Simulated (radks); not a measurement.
Values are calculated unless marked as measured or tabulated.
The boron ion B2+ inside a hard spherical wall (all orbitals vanish at R), configuration held at [He] 2s1 and not refilled when levels cross. Code: a radial shooting solver on a logarithmic mesh with Libxc functionals. Model: scalar-relativistic Kohn-Sham, LDA (Slater exchange, Perdew-Wang correlation), spin-polarised, spherical densities, finite nucleus; open shells are filled with parallel spins first; Fermi nuclear charge, rms radius 2.406 fm. Eigenvalues in eV for spin up, with the zero of energy where the potential of the charges vanishes at infinity; a dash marks a level that is unbound or too diffuse for the functional's potential to be trusted. A positive occupied level is held by the wall or, in an anion where self-interaction has pushed it up, behind a barrier. The pressure on the wall is -dE/dV.

R (bohr) = free: E (hartree) -23.14228; kinetic (hartree) 23.030; e(1s) -209.33; e(2s) -32.369; e(2p, empty) -26.490; e(3s, empty) -10.425; pressure (GPa) 0
R (bohr) = 12: E (hartree) -23.14228; kinetic (hartree) 23.030; e(1s) -209.33; e(2s) -32.369; e(2p, empty) -26.490; e(3s, empty) -10.423; pressure (GPa) < 0.0001
R (bohr) = 8: E (hartree) -23.14228; kinetic (hartree) 23.030; e(1s) -209.33; e(2s) -32.369; e(2p, empty) -26.490; e(3s, empty) -10.213; pressure (GPa) < 0.0001
R (bohr) = 5: E (hartree) -23.14137; kinetic (hartree) 23.040; e(1s) -209.27; e(2s) -32.321; e(2p, empty) -26.424; e(3s, empty) -5.699; pressure (GPa) 0.208
R (bohr) = 4: E (hartree) -23.13253; kinetic (hartree) 23.109; e(1s) -208.92; e(2s) -31.944; e(2p, empty) -25.992; e(3s, empty) 2.876; pressure (GPa) 3.26
R (bohr) = 3.5: E (hartree) -23.11248; kinetic (hartree) 23.227; e(1s) -208.38; e(2s) -31.195; e(2p, empty) -25.226; e(3s, empty) 12.349; pressure (GPa) 12.5
R (bohr) = 3: E (hartree) -23.05496; kinetic (hartree) 23.495; e(1s) -207.28; e(2s) -29.235; e(2p, empty) -23.417; e(3s, empty) 29.529; pressure (GPa) 48.1
R (bohr) = 2.5: E (hartree) -22.89246; kinetic (hartree) 24.088; e(1s) -205.23; e(2s) -24.085; e(2p, empty) -19.154; e(3s, empty) 62.504; pressure (GPa) 197
R (bohr) = 2: E (hartree) -22.41744; kinetic (hartree) 25.463; e(1s) -201.47; e(2s) -9.800; e(2p, empty) -8.674; e(3s, empty) 131.84; pressure (GPa) 926
